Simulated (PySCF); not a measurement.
## Correlation energy of Si²⁺ (silicon, charge +2)

[Ne] 3s2, closed-shell 1S. Computed with PySCF 2.14 in dyall-av3z (19s12p3d2f, 84 functions), with the spin-free X2C one-electron Hamiltonian (Gaussian nucleus). Frozen: [Ne]; 2 electrons correlated; the 23 highest virtual orbitals of each spin left out.

With two correlated electrons CCSD is exact within the correlated space (frozen core and kept virtual orbitals).

```csv
level,correlation energy (mhartree)
CCSD,-45.22
```

Diagnostics: T1 = 0.0063, D1 = 0.0090, largest double amplitude 0.115.

Cost of the coupled-cluster step: roughly 0.4 core-seconds, for 2 correlated electrons.
